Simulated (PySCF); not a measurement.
## Two-component Hartree-Fock for Zn³⁺ (zinc, charge +3)

Start: [Ar] 3d9; 3d3/2 filled at m_j = -3/2, -1/2, +1/2, +3/2; 3d5/2 filled at m_j = -3/2, -1/2, +1/2, +3/2, +5/2. Calculated with PySCF 2.14 in x2c-SVPall-2c (5s5p3d1f, 42 functions): generalised Hartree-Fock with the X2C-1e Hamiltonian and a Gaussian nucleus; one run each with spin-orbit coupling (SO) switched off, then screened by Boettger's factors.

```
spinor shell  electrons  ε, spin-free (eV)  ε, screened SO (eV)  weight of nominal j (screened SO)  rms radius, screened SO (bohr)
       1s1/2          2            -9771.0              -9770.9                              1.000                          0.0581
       2s1/2          2            -1277.1              -1277.1                              1.000                           0.244
       2p1/2          2            -1109.1              -1125.8                              0.999                           0.217
       2p3/2          4            -1109.1              -1100.9                              1.000                           0.220
       3s1/2          2            -200.06              -200.04                              1.000                           0.730
       3p1/2          2            -147.55              -151.01                              0.952                           0.768
       3p3/2          4            -147.55              -145.84                              0.976                           0.775
       3d3/2          4            -63.271              -63.989                              0.826                           0.907
       3d5/2          5            -63.271              -62.706                              0.861                           0.916
```

```
   quantity    spin-free  screened SO
E (hartree)  -1791.67198  -1791.71691
        M_J          5/2          5/2
       ⟨J²⟩        8.753        8.753
       ⟨L²⟩        6.002        6.003
       ⟨S²⟩        0.750        0.752
```

Each row is a mean over spinors that exchange with the open shell spreads, by up to 7.969 eV (3p3/2).

Rows whose weight is well below 1 are mixtures of j = l ± 1/2: exchange outweighs spin-orbit coupling there, and the label is only the starting occupation.

Without spin-orbit coupling the j labels of p, d and f shells carry no meaning; the spin-free column gives the mean over the occupied spinors of each nl shell.
